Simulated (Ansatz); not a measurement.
Program: Ansatz. Geometries: PBE0-D4/def2-TZVP. ΔE: electronic, gas phase. CCSD(T)/CBS adds triple-zeta CCSD(T) − MP2 to the extrapolated MP2 energy (def2 sets, frozen cores). DFT in def2-TZVPP. B3LYP here is the variant with VWN-RPA as its local correlation; programs differ in this. def2 core potentials past Kr. For Sn outer-core shells are correlated without core-valence functions, which leaves a few kJ/mol of doubt a bond. Each species was taken in one conformer, which may not be the lowest.

Reaction (ligand exchange at the Si–S bond): `N[Si@H](F)S[Si@@H](N)Cl` + `[OH][SnH3]` → `N[SiH](F)[O][SnH3]` + `N[SiH](S)Cl`

`N[Si@H](F)S[Si@@H](N)Cl`:

```xyz
13

N     1.920    0.510    0.104
Si    0.795    0.746    1.350
F     0.674   -0.656    2.105
S    -1.048    1.438    0.557
Si   -1.284    0.048   -1.042
N    -1.087   -1.526   -0.462
Cl   -3.160    0.490   -1.785
H     2.719   -0.090    0.218
H     2.032    1.174   -0.643
H     1.135    1.723    2.407
H    -0.361    0.258   -2.173
H    -1.426   -1.812    0.441
H    -0.908   -2.301   -1.078
```

`[OH][SnH3]`:

Z-matrix (Å, degrees):
```
Sn
O 1 1.970
H 1 1.709 2 108.5
H 1 1.698 2 103.1 3 119.8
H 1 1.709 2 108.5 3 -120.5
H 2 0.959 1 113.2 3 60.0
```

`N[SiH](F)[O][SnH3]`:

```xyz
11

N    -1.181    0.241   -1.214
Si   -1.277   -0.038    0.471
F    -1.586    1.408    1.079
O     0.116   -0.640    1.008
Sn    1.942   -0.187    0.397
H    -1.053   -0.525   -1.855
H    -1.735    0.973   -1.629
H    -2.362   -0.926    0.937
H     2.175   -1.018   -1.072
H     2.039    1.503    0.230
H     2.923   -0.791    1.647
```

`N[SiH](S)Cl`:

Z-matrix (Å, degrees):
```
Si
S 1 2.123
Cl 1 2.069 2 107.8
N 1 1.694 2 105.5 3 124.8
H 1 1.477 2 115.1 3 -116.6
H 2 1.343 1 94.3 3 27.8
H 4 1.007 1 120.7 2 158.7
H 4 1.007 1 121.2 2 -50.3
```

Q: Is it downhill or uphill in electronic energy at CCSD(T)/CBS, and by how much? (Best estimate.)

A: The calculation gave: Downhill: ΔE = -18.0 kcal/mol.

Q: What do these levels give: B3LYP-D4, B2PLYP, r2SCAN, B3LYP, HF/CBS(def2), CCSD/CBS(def2)? (Estimate.)

A: The calculation gave: B3LYP-D4 -16.9, B2PLYP -18.8, r2SCAN -17.0, B3LYP -18.9, HF/CBS(def2) -23.3, CCSD/CBS(def2) -18.9 kcal/mol.

Largest T1 diagnostic among the species: 0.014.

In def2-TZVPP, CCSD(T) changes the Hartree–Fock value by +3.9 kcal/mol (the triples alone add +0.9 kcal/mol) and MP2 by +5.2 kcal/mol. From PBE to PBE0 (25 % exact exchange), in def2-TZVPP and without D4, ΔE moves by −1.1 kcal/mol.
